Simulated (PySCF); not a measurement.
PhOCF3, C₇H₅F₃O.
Cartesian coordinates in Å at the GFN2-xTB level; atoms count from 1:
```xyz
16
C7H5F3O angstrom
F      2.3512   -1.7671    0.6591
C      2.5837   -0.4622    0.4228
F      2.5411    0.1315    1.6306
F      3.8410   -0.3720    0.0006
O      1.7922    0.0774   -0.4768
C      0.3975    0.1139   -0.2765
C     -0.3189    0.7093   -1.3049
C     -1.6943    0.7980   -1.2113
C     -2.3500    0.2963   -0.0981
C     -1.6237   -0.2946    0.9188
C     -0.2420   -0.3923    0.8405
H      0.2173    1.0913   -2.1578
H     -2.2534    1.2601   -2.0099
H     -3.4242    0.3666   -0.0247
H     -2.1265   -0.6887    1.7883
H      0.3015   -0.8585    1.6467
```

Probes without a nucleus sit at each ring's centroid and 1 Å off its mean plane on both sides; NICS is minus the shielding there, NICSzz its component along the normal. Level: GIAO PBE0/pcSseg-1 (PySCF, non-relativistic, gas phase) on the GFN2-xTB geometry, one conformer.

Ring bond lengths (Å), with Mayer bond orders in brackets: C6–C7 1.388 (1.42), C7–C8 1.381 (1.46), C8–C9 1.386 (1.43), C9–C10 1.382 (1.45), C10–C11 1.387 (1.44), C11–C6 1.383 (1.39).

**Question.** Give the NICS values of each ring in ppm.

**Answer.** 
| ring | type | NICS(0) | NICS(1), two faces | NICS(1)zz, two faces | rms pucker (Å) | centre to ring atoms, mean (Å) |
| --- | --- | --- | --- | --- | --- | --- |
| C6–C7–C8–C9–C10–C11 | 6-membered carbocycle; formal bonds all aromatic | -10.0 | -11.4 / -11.4 | -28.3 / -28.3 | 0.00 | 1.38 |

**Question.** What do they say, and how far can they be read as aromaticity?

**Answer.** 
- C6–C7–C8–C9–C10–C11: mean NICS(1)zz -28.3 ppm, shielded. For a flat ring without four-coordinate atoms the NICS criterion counts such a value as aromatic.

**Question.** How equal are the bonds by HOMA? HOMA takes Krygowski's 1993 parameters.

**Answer.** 
- C6–C7–C8–C9–C10–C11: HOMA 1.00 = 1 − EN − GEO, with mean bond length 1.385 Å, EN = α(Ropt − mean)² = 0.003 and GEO = α × variance = 0.002. The geometric and the magnetic index point the same way.

**Question.** At the second NICS(1) probe listed for ring C6–C7–C8–C9–C10–C11, 1 Å off the ring, what do the in-plane components average?

**Answer.** The isotropic value is a third of the trace: (3 × -11.4 − (-28.3))/2 = -3.0 ppm.

**Question.** How shielded are the nuclei of the rings and their hydrogens (means over atoms taken as equivalent)?

**Answer.** 
```json
{"atoms": "C6", "environment": "aromatic carbon bearing oxygen", "σ isotropic (ppm)": "28.6"}
{"atoms": "C7 (×2)", "environment": "aromatic CH carbon", "σ isotropic (ppm)": "64.4"}
{"atoms": "C8 (×2)", "environment": "aromatic CH carbon", "σ isotropic (ppm)": "51.4"}
{"atoms": "C9", "environment": "aromatic CH carbon", "σ isotropic (ppm)": "56.4"}
{"atoms": "H12 (×2)", "environment": "aromatic hydrogen", "σ isotropic (ppm)": "24.14"}
{"atoms": "H13 (×2)", "environment": "aromatic hydrogen", "σ isotropic (ppm)": "23.97"}
{"atoms": "H14", "environment": "aromatic hydrogen", "σ isotropic (ppm)": "24.20"}
```
